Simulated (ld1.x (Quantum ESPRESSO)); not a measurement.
**What one change does to a pseudopotential (W, TM)**

ld1.x (Quantum ESPRESSO) 7.5 input, shortened:

```
&input
   title='W', zed=74., rel=1, dft='PZ', iswitch=3,
   config='[Xe] 4f14 5d4 6s1 6p1'
 /
 &inputp
   pseudotype=2, tm=.true., lloc=-2, rcloc=2.50,
   nlcc=.false.
 /
3
6S  1  0   1.00   0.00  2.10  2.10  0.0
6P  2  1   1.00   0.00  3.10  3.10  0.0
5D  3  2   4.00   0.00  2.05  2.05  0.0
 &test
   configts(1)='5d4 6s1 6p1'
 /
```

All-electron outer shells of the reference configuration (LDA (PZ), scalar-relativistic, ld1.x):

```
shell  level (eV)  outermost node (bohr)  outermost maximum (bohr)
   5p      -44.99                   0.57                      1.09
   4f      -35.07                      –                      0.43
   6s       -6.98                   1.28                      2.61
   5d       -6.10                   0.63                      1.49
   6p       -2.26                   1.53                      3.61
```

Change: wave 6p (bound): rc 3.10 bohr becomes 6p (bound): rc 4.08 bohr.

Cutoffs: the cutoffs (Ry, on a coarse ladder) from which the occupation-weighted sum of valence levels, in a spherical-Bessel basis at the reference potential, stays within 10 and 1 mRy of its value at 400 Ry; they do not see the model core or the augmentation charge, which bear on the density cutoff. Errors are all-electron minus pseudo energies relative to the spin-unpolarised reference configuration.

Question: What does the change do?

Answer: The potential gets neither clearly harder nor softer (30 Ry and 40 Ry → 30 Ry and 40 Ry); of the 9 tests that both files solve, the error grows in 2 and shrinks in 5 by more than 15 % and 0.3 meV (median size 24.1 → 19.3 meV); neither file shows a bound ghost.

```csv
quantity,base,changed
"cutoff, loose",30 Ry,30 Ry
"cutoff, tight",40 Ry,40 Ry
bound ghosts,none,none
"error for 5d4 6s2 6p0, meV [ΔE -4.57 eV]",+5.4,+7.4
"error for 5d4 6s1 6p0, meV [ΔE 4.56 eV]",-2.6,-3.2
"error for 5d4 6s0 6p0, meV [ΔE 20.59 eV]",+24,+19
"error for 5d3 6s0 6p0, meV [ΔE 46.29 eV]",+74,+58
"error for 5d5 6s1 6p0, meV [ΔE -3.03 eV]",-25,-19
"error for 5d4 6s1.5 6p0, meV [ΔE -0.83 eV]",-1.3,-0.4
"error for 5d4.5 6s1.5 6p0, meV [ΔE -3.88 eV]",-7.4,-3.7
"error for 5d4 6s1 6p1 (spin-polarised), meV [ΔE -3.51 eV]",+2810,+2814
"error for 5d4 6s2 6p0 (spin-polarised), meV [ΔE -6.51 eV]",+2189,+2192
```
